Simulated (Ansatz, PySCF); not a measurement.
System: CH3Cl2Si, charge 0, multiplicity 2. It need not be the lowest isomer of its formula. 
Structure (B3LYP-D3(BJ)/def2-TZVP (Ansatz, a first-principles code) minimum search):
SMILES: C[Si](Cl)Cl
```xyz
7

Si    -0.1266    -0.0676     0.5873
C     -1.9827    -0.2641     0.4354
Cl     0.7982    -1.5672    -0.5052
Cl     0.4203     1.7694    -0.2027
H     -2.2907    -1.2332     0.8287
H     -2.4901     0.5270     0.9882
H     -2.2646    -0.2005    -0.6181
```
Charge 0, spin multiplicity 2.

Quantity: atomisation energy (electronic, to ground-state atoms), in eV. Valence correlation only, unless marked. UHF or UKS for open shells. Spin-orbit coupling is left out. No relativistic terms. The coupled-cluster limit lacks core correlation, which all-electron functionals hold. CBS(X,Y): correlation extrapolated as X^-3; Hartree-Fock from the larger set. [CCSD(T)-MP2]/basis is that difference in the basis named.

```tsv
level	program	atomisation energy (eV)	minus last row
HF/STO-3G	Ansatz	23.37	-1.22
HF/def2-TZVPD	PySCF	18.65	-5.94
B3LYP-D4/def2-TZVPD	Ansatz + dftd4	24.43	-0.16
r2SCANh/def2-TZVPD	Ansatz	24.73	0.14
RPA@PBE/cc-pV(Q+d)Z	Ansatz	22.82	-1.77
MP2/STO-3G	Ansatz	25.25	0.66
MP2/aug-cc-pV(T+d)Z	Ansatz	24.53	-0.06
SCS-MP2/6-31G	Ansatz	18.93	-5.66
CCSD/cc-pV(D+d)Z	Ansatz	22.04	-2.55
RI-MP2/CBS(aug-cc-pV(T+d)Z,aug-cc-pV(Q+d)Z)+[CCSD(T)-MP2]/aug-cc-pV(T+d)Z	Ansatz	24.59	0.00
```
